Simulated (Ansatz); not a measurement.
```xyz
26

C    -0.7390   -2.3005   -2.3592
O    -0.7194   -1.5128   -1.2206
Hf   -0.3482   -0.4954    0.3628
Cl   -2.0265   -1.1623    1.9349
N    -0.7961    1.4280   -0.1152
C    -0.2269    2.7405    0.0006
C    -2.1015    1.4745   -0.7451
C     2.0323    0.2289    0.5000
C     2.0376   -1.1530    0.2356
C     1.5395   -1.8273    1.3796
C     1.2866   -0.8402    2.3482
F     0.8625   -1.0783    3.5785
C     1.5452    0.4307    1.8190
H    -1.5086   -3.0756   -2.2750
H     0.2276   -2.7960   -2.5135
H    -0.9575   -1.6954   -3.2465
H     0.7606    2.7051    0.4610
H    -0.8574    3.4002    0.6148
H    -0.1212    3.2229   -0.9830
H    -2.0493    1.8965   -1.7592
H    -2.8096    2.0764   -0.1591
H    -2.5417    0.4733   -0.8358
H     2.3443    1.0058   -0.1815
H     2.3436   -1.6237   -0.6867
H     1.4045   -2.8907    1.5085
H     1.4185    1.3687    2.3370
```

The species carries charge 0 and has multiplicity 1. Hf: def2 effective core potential.

List the ωB97M-V/def2-TZVPP orbital energies in eV (Ansatz). (Estimate.)

Computed: Occupied: -2770.62, -678.27, -525.87, -394.07, -284.30, -282.74, -282.25, -282.24, -282.17, -282.13, -282.05, -281.98, -261.03, -198.44, -198.40, -198.40, -70.80, -39.38, -39.15, -39.03, -37.49, -30.29, -28.18, -27.45, -24.03, -23.46, -23.20, -22.51, -21.45, -19.62, -19.18, -19.00, -18.26, -16.56, -15.84, -15.72, -15.55, -15.44, -15.31, -15.17, -15.15, -14.94, -14.22, -13.99, -13.85, -13.36, -12.87, -12.77, -11.73, -11.60, -11.24, -11.00, -10.67, -10.49, -9.82, -9.34, -8.57. Lowest empty: 1.40, 1.53, 2.03, 2.26, 2.64, 2.80, 3.14, 3.19.
